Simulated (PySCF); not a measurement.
Species: C6H9N3.
Atom-mapped SMILES: `[CH2:1]=[CH:2][c:3]1[n:4][n:5]([CH3:6])[n:7][c:8]1[CH3:9]` (hydrogens: H10, H11 on C1; H12 on C2; H13, H14, H15 on C6; H16, H17, H18 on C9)

Geometry (PBE0-D3(BJ)/def2-SVP, Å), atoms numbered from 1 in this order:
```xyz
18
C6H9N3 angstrom
C      0.0110    1.9401   -2.3251
C     -0.6756    1.0482   -1.6018
C     -0.1524    0.3178   -0.4565
N      1.0935    0.4546    0.0081
N      1.1479   -0.3605    1.0329
C      2.3521   -0.5518    1.7968
N      0.0478   -1.0365    1.2917
C     -0.8145   -0.6312    0.3629
C     -2.2102   -1.1405    0.2934
H      1.0495    2.1779   -2.0807
H     -0.4468    2.4512   -3.1747
H     -1.7151    0.8242   -1.8626
H      2.1073   -0.5539    2.8666
H      3.0313    0.2750    1.5633
H      2.8298   -1.5081    1.5352
H     -2.4332   -1.5731   -0.6940
H     -2.9420   -0.3378    0.4751
H     -2.3584   -1.9185    1.0535
```

Level: PBE0/pcSseg-1 in PySCF, non-relativistic, on one gas-phase PBE0-D3(BJ)/def2-SVP geometry that isn't relaxed in the solvent. The solvent is an IEF-PCM continuum (van der Waals radii × 1.2). Specific hydrogen bonds and non-electrostatic terms are outside this model.

```tsv
run	E − E(gas) (kJ/mol)	HOMO (eV)	HOMO–LUMO gap (eV)	dipole (D)
gas	0.00	-6.53	5.77	0.48
P	-22.16	-6.64	5.74	0.52
Q	-21.30	-6.63	5.74	0.52
```

The runs were made in dichloromethane and tetrahydrofuran. Which run belongs to which solvent?

P = dichloromethane, Q = tetrahydrofuran. The dielectric constants are 7.426 (tetrahydrofuran), 8.93 (dichloromethane), and the energy falls further as ε rises. In this model the ground state sees the solvent through ε alone.

How constant is the ratio of the lowering to (ε − 1)/(2ε + 1)?

| solvent | (ε − 1)/(2ε + 1) | E − E(gas) (kJ/mol) | ratio (kJ/mol) | polarisation term (kJ/mol) |
| --- | --- | --- | --- | --- |
| tetrahydrofuran | 0.405 | -21.30 | -52.6 | -23.51 |
| dichloromethane | 0.420 | -22.16 | -52.7 | -24.56 |

The ratio changes by +0.3 % in size from tetrahydrofuran to dichloromethane. The polarisation term is half the interaction of the solute with the induced surface charges.
